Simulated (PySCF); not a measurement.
## 4-iodo-1-fluorobenzene, C6H4FI: coupling constants with relativity

Geometry:
```tsv
atom	x (Å)	y (Å)	z (Å)
F1	-2.270	0.074	0.378
C2	-0.987	0.079	0.030
C3	-0.366	-1.122	-0.293
C4	0.981	-1.116	-0.650
C5	1.685	0.088	-0.679
I6	3.720	0.097	-1.205
C7	1.050	1.289	-0.359
C8	-0.297	1.285	-0.001
H9	-0.940	-2.049	-0.262
H10	1.478	-2.054	-0.904
H11	1.601	2.230	-0.384
H12	-0.818	2.209	0.255
```

[PySCF 2.14 with density-fitted X2C routines: indirect couplings; PBE0/pcJ-1 (dyall-v2z on I), no solvent, finite nuclei, PBE0-D3(BJ)/def2-SVP geometry]

Non-relativistic values:
```
    coupling         atoms  J (Hz)
1J(127I,13C)       I6 – C5  -158.3
2J(127I,13C)    I6 – C4/C7     7.3
3J(127I,13C)    I6 – C3/C8     0.8
 3J(127I,1H)  I6 – H10/H11     4.0
4J(127I,13C)       I6 – C2     0.4
5J(127I,19F)       I6 – F1    10.6
```

**Question.** What do two-component X2C with spin–orbit coupling give?

**Answer.** 
```
    coupling         atoms  with spin–orbit (Hz)
1J(127I,13C)       I6 – C5                -196.7
2J(127I,13C)    I6 – C4/C7                   2.9
3J(127I,13C)    I6 – C3/C8                  -1.2
 3J(127I,1H)  I6 – H10/H11                   3.7
4J(127I,13C)       I6 – C2                   1.0
5J(127I,19F)       I6 – F1                  11.2
```

The largest listed coupling, 1J(127I,13C), ends at 1.24 times its non-relativistic value. Equivalent partners are averaged, as under fast rotation. Couplings to strongly quadrupolar nuclei (127I) are seldom resolved in solution.
